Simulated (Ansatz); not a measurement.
Relaxation of Cl$_{4}$H$_{3}$OW (9 atoms, charge 0, multiplicity 2), to a largest force component of 0.03 eV/Å in at most 50 steps.

All numbers below come from UKS PBE/def2-SVP (Ansatz 0.2.0).

```xyz
9
Properties=species:S:1:pos:R:3:forces:R:3
W -0.140 -0.003 -0.331 -0.02 0.00 -0.16
H 0.468 -0.028 2.530 -0.41 -0.01 0.50
Cl 1.895 0.024 0.836 -0.01 0.00 -0.01
Cl 0.186 2.263 -0.740 0.00 0.00 0.00
O -1.782 -0.022 0.476 -0.02 0.00 0.01
H -1.848 -0.037 1.473 0.00 0.00 0.00
Cl 0.242 -2.261 -0.735 0.00 0.00 0.00
H -0.235 -0.005 -2.016 0.00 0.00 0.00
Cl -0.612 -0.057 3.342 0.44 0.01 -0.33
```

Problem. Where does it end, and by what steps?

Solution. The forces met the threshold. After 8 steps the energy has fallen by 0.033 eV; H2 moved furthest, 0.24 Å.

```csv
step,energy less start (eV),largest force component (eV/Å),accepted
0,0.0000,0.501,yes
1,-0.0166,0.615,yes
2,-0.0217,0.508,yes
3,-0.0283,0.315,yes
4,-0.0317,0.075,yes
5,-0.0319,0.072,yes
6,-0.0325,0.053,yes
7,-0.0326,0.039,yes
8,-0.0327,0.003,yes
```

```xyz
9
Properties=species:S:1:pos:R:3
W -0.138 -0.004 -0.392
H 0.465 -0.026 2.765
Cl 1.880 0.019 0.787
Cl 0.189 2.259 -0.815
O -1.751 -0.027 0.478
H -1.790 -0.038 1.475
Cl 0.247 -2.257 -0.823
H -0.264 -0.003 -2.078
Cl -0.666 -0.050 3.437
```

Whether the end is a true minimum wasn't checked by a vibrational analysis.

Time of the run: 39 s on 4 threads of Arm Neoverse V2 (shared host), peak memory 0.27 GiB.
